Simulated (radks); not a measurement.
Results of a calculation; reference values are marked as such.
The potassium ion K13+, configuration 1s1 2s2 2p2 3s1 (not the ground configuration).

Level of theory: scalar-relativistic Kohn-Sham, MS2 meta-GGA, spin-polarised, spherical densities, finite nucleus; open shells are filled with parallel spins first; meta-GGA in the generalised Kohn-Sham scheme; Fermi nuclear charge, rms radius 3.4349 fm (a radial shooting solver on a logarithmic mesh with Libxc functionals).

Energy parts (Ry):
total: -686.86066
kinetic: 691.81523
electron-nucleus: -1453.48831
Hartree: 104.86101
exchange-correlation: -30.04859

Orbitals (lengths in bohr, moments of r in powers of bohr; <r^-3> diverges for s and p1/2):
orbital,occ.,eigenvalue (Ry),<r^-3>
1s up,1,-320.6679,-
1s down,0,-310.7330,-
2s up,1,-63.78573,-
2s down,1,-61.92282,-
2p up,2,-60.39374,230.5
2p down,0,-58.37358,215.2
3s up,1,-24.76008,-
3s down,0,-23.83605,-
3p up,0,-23.53431,53.34
3p down,0,-22.68531,53.35
3d up,0,-21.83405,8.893
3d down,0,-21.35859,8.953
4s up,0,-12.82064,-
4f up,0,-11.37042,1.048

The highest occupied level is 3s up at -336.88 eV. The configuration is held as typed, so some empty levels lie below it. Spin moment in Bohr magnetons: 4. The density falls to 0.001 e/bohr^3 at r = 1.68 bohr. The spin density at the nucleus is 2552 e/bohr^3 (1s 2481, 2s 9, 3s 62).

Run on one thread of a shared host, so times are rough (Arm Neoverse V2): 0.09 s of CPU time, 0.09 s wall, 14 iterations on 2189 mesh points.
